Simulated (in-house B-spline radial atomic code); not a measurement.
**Er II (Er+): [Kr] 4d10 4f12 5s2 (5p1/2)2 (5p3/2)3 6s2 (with a hole in an inner shell)**

All numbers are computed (Dirac-Kohn-Sham LDA VWN5, spherical fractional occupations; Fermi nucleus of rms radius 5.2516 fm) with a radial B-spline atomic code at the basis-set limit, not measured.

Screening seen three ways: the hydrogenic charge with the same mean radius, Z_r = [3n² - l(l+1)]/(2<r>), the one with the same energy, Z_e = n√(-2ε), and Slater's rules. Values are occupation-weighted means over j. An effective charge above Z reflects the relativistic contraction of the inner shells.

```
shell  electrons   ε (eV)  <r> (bohr)    Z_r    Z_e  Slater
   1s          2   -57255     0.02039  73.58  64.87   67.70
   2s          2  -9624.6     0.08595  69.80  53.19   63.85
   2p          6    -8562     0.07634  65.49  50.17   63.85
   3s          2  -2164.7      0.2251  59.97  37.84   56.75
   3p          6  -1837.4      0.2239  55.83  34.86   56.75
   3d         10  -1405.7      0.2039  51.51  30.49   46.85
   4s          2  -435.75      0.5085  47.20  22.64   40.25
   4p          6   -327.2      0.5386  42.70  19.62   40.25
   4d         10  -176.62      0.5847  35.91  14.41   28.85
   5s          2  -63.619       1.243  30.16  10.81   12.40
   5p          5  -38.382       1.457  25.05   8.40   12.40
   4f         12   -15.01      0.8075  22.29   4.20   18.15
   6s          2  -10.853        3.37  16.02   5.36    3.70
```

The least bound orbital is 6s1/2 at -10.85 eV, and it is also the most diffuse (<r> = 3.37 bohr). The part-filled 5p shell lies below the filled 6s shell in orbital energy.

For the 1s electron the small component carries 6.47 % of the norm, the zero-frequency Breit interaction raises the level by 183.7 eV, self-energy by 111.8 eV, and vacuum polarisation lowers it by 19.35 eV.
